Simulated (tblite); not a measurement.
Input of a run (GFN2-xTB geometry optimisation, gas phase (tblite 0.8.0)), started from a force field or distance geometry:
```
{"job": {"kind": "relax", "xc": "GFN2-xTB", "basis": "xTB"}, "charge": 0, "multiplicity": 1}
C     -0.848200     2.192800    -1.524700
C     -0.808100     0.896900    -1.228200
C     -0.054900     0.330700    -0.050000
C     -0.924800    -0.132000     1.071100
C     -1.953600    -1.226500     0.910600
S     -0.802800     0.710800     2.514800
Si     0.998300    -1.531100    -0.808800
C      1.403900     0.093500    -0.213200
C      2.322400     0.216800     0.956800
H     -0.342900     2.931300    -0.912500
H     -1.425500     2.547800    -2.380600
H     -1.359800     0.197500    -1.851500
H     -1.685400    -2.092400     1.520500
H     -2.932400    -0.869000     1.222400
H     -2.040800    -1.527800    -0.138200
H      0.568400    -2.531200     0.217400
H      0.307100    -1.696500    -2.104700
H      1.852900     0.697400    -0.995900
H      2.044800    -0.428900     1.798700
H      3.352200    -0.024000     0.674500
H      2.320300     1.261000     1.321100
```

Output (eV, eV/Å):
```
step      E/eV     max force
  0    -705.67413    3.865
  1    -706.00286    1.525
  2    -706.10720    1.297
  3    -706.25503    1.585
  4    -706.41818    1.629
  5    -706.50355    1.295
  6    -706.61684    0.818
  7    -706.64200    0.625
  8    -706.69121    0.517
  9    -706.70633    0.387
 10    -706.72953    0.457
 11    -706.75417    0.444
 12    -706.77123    0.428
 13    -706.80034    0.420
 14    -706.82735    0.405
 15    -706.85618    0.348
 16    -706.87937    0.296
 17    -706.89717    0.282
 18    -706.91130    0.257
 19    -706.92343    0.236
 20    -706.93269    0.210
 21    -706.94037    0.204
 22    -706.94741    0.197
 23    -706.95508    0.173
 24    -706.96280    0.172
 25    -706.96812    0.124
 26    -706.97111    0.103
 27    -706.97314    0.092
 28    -706.97486    0.098
 29    -706.97631    0.085
 30    -706.97747    0.072
 31    -706.97866    0.084
 32    -706.98015    0.094
 33    -706.98171    0.092
 34    -706.98291    0.093
 35    -706.98383    0.107
 36    -706.98494    0.124
 37    -706.98660    0.128
 38    -706.98862    0.103
 39    -706.99043    0.102
 40    -706.99182    0.094
 41    -706.99310    0.078
 42    -706.99465    0.090
 43    -706.99609    0.072
 44    -706.99702    0.068
 45    -706.99771    0.064
 46    -706.99853    0.064
 47    -706.99969    0.079
 48    -707.00123    0.087
 49    -707.00296    0.100
 50    -707.00493    0.105
 51    -707.00733    0.118
 52    -707.01004    0.133
 53    -707.01274    0.145
 54    -707.01516    0.177
 55    -707.01805    0.178
 56    -707.02183    0.159
 57    -707.03050    0.204
 58    -707.03473    0.154
 59    -707.03852    0.423
 60    -707.04461    0.192
 61    -707.04854    0.182
 62    -707.05697    0.436
 63    -707.06298    0.209
 64    -707.06955    0.205
 65    -707.08193    0.447
 66    -707.08716    0.215
 67    -707.09755    0.157
 68    -707.11400    0.397
 69    -707.12110    0.189
 70    -707.12173    0.522
 71    -707.13094    0.298
 72    -707.13973    0.226
 73    -707.14841    0.146
 74    -707.15501    0.491
 75    -707.15919    0.297
 76    -707.16451    0.163
 77    -707.16916    0.150
 78    -707.17416    0.160
 79    -707.17810    0.113
 80    -707.18092    0.116
 81    -707.18381    0.158
 82    -707.18701    0.119
 83    -707.19116    0.150
 84    -707.19656    0.167
 85    -707.20182    0.168
 86    -707.20750    0.144
 87    -707.21332    0.171
 88    -707.21770    0.194
 89    -707.22128    0.155
 90    -707.22472    0.139
 91    -707.22875    0.180
 92    -707.23409    0.178
 93    -707.23924    0.159
 94    -707.24293    0.130
 95    -707.24554    0.128
 96    -707.24818    0.169
 97    -707.25102    0.129
 98    -707.25442    0.090
 99    -707.25706    0.105
100    -707.25953    0.106
101    -707.26282    0.188
102    -707.26733    0.254
103    -707.27243    0.275
104    -707.27698    0.228
105    -707.28032    0.117
106    -707.28121    0.182
107    -707.28405    0.110
108    -707.28578    0.095
109    -707.28847    0.133
110    -707.28962    0.078
111    -707.29037    0.063
112    -707.29104    0.045
113    -707.29142    0.056
114    -707.29194    0.050
115    -707.29229    0.037
116    -707.29262    0.035
117    -707.29292    0.035
118    -707.29321    0.039
119    -707.29351    0.032
120    -707.29379    0.033
121    -707.29404    0.032
122    -707.29430    0.031
123    -707.29459    0.038
124    -707.29492    0.045
125    -707.29525    0.049
126    -707.29553    0.037
127    -707.29578    0.035
128    -707.29604    0.037
129    -707.29634    0.049
130    -707.29666    0.064
131    -707.29702    0.061
132    -707.29746    0.050
133    -707.29803    0.057
134    -707.29865    0.059
135    -707.29916    0.058
136    -707.29951    0.051
137    -707.29980    0.040
138    -707.30015    0.046
139    -707.30052    0.039
140    -707.30075    0.027
141    -707.30088    0.028
142    -707.30097    0.025
143    -707.30106    0.020
144    -707.30115    0.018
145    -707.30124    0.021
146    -707.30132    0.017
147    -707.30141    0.018
148    -707.30149    0.018
149    -707.30156    0.016
150    -707.30162    0.015
151    -707.30168    0.016
152    -707.30174    0.014
153    -707.30180    0.016
154    -707.30188    0.020
155    -707.30198    0.020
156    -707.30210    0.028
157    -707.30225    0.028
158    -707.30242    0.029
159    -707.30258    0.025
160    -707.30271    0.023
161    -707.30282    0.021
162    -707.30290    0.017
163    -707.30297    0.016
164    -707.30302    0.015
165    -707.30308    0.014
166    -707.30313    0.014
167    -707.30318    0.015
168    -707.30323    0.013
169    -707.30329    0.014
170    -707.30334    0.015
171    -707.30339    0.017
172    -707.30345    0.018
173    -707.30352    0.017
174    -707.30358    0.015
175    -707.30361    0.013
176    -707.30363    0.012
177    -707.30366    0.013
178    -707.30369    0.012
179    -707.30373    0.016
180    -707.30376    0.014
181    -707.30379    0.011
182    -707.30381    0.009
```

Summarise the run.

The energy falls by 157.2 kJ/mol over 182 L-BFGS steps, the largest force on an atom goes from 3.86 to 0.009 eV/Å, and the atoms move by 0.937 Å rms after alignment. The bond that changes most is C3–Si7 (sp3 carbon bound to silicon to SiH2 silicon), which shortens by 0.258 Å. Bonds longer at the end by more than 0.005 Å: 3 of 21; shorter: 13. Among the angles that change most is C3–C8–Si7, from 87.6° to 71.6°. Among the dihedrals that turn most is C8–C3–C4–S6, from 76° to -28°. The energy never rose by more than 1e-5 eV on the way. The first step brought 20 % of the lowering.

What are the final bond lengths?

C1=C2 1.326 Å, C2–C3 1.470 Å, C3–C4 1.430 Å, C4–C5 1.498 Å, C4=S6 1.656 Å, C3–Si7 2.012 Å, Si7–C8 1.869 Å, C8–C9 1.510 Å, C3–C8 1.541 Å, C1–H10 1.077 Å, C1–H11 1.076 Å, C2–H12 1.084 Å, C5–H13 1.087 Å, C5–H14 1.090 Å, C5–H15 1.092 Å, Si7–H16 1.442 Å, Si7–H17 1.457 Å, C8–H18 1.088 Å, C9–H19 1.086 Å, C9–H20 1.088 Å, C9–H21 1.090 Å. Numbering counts from 1 in the input's order; the species is `C=C[C@@]1(C(C)=S)[SiH2][C@@H]1C`.

Its GFN2-xTB frequencies are all real (lowest 51 cm⁻¹). One conformer, not necessarily the lowest.

The numbers are calculated, not measured.
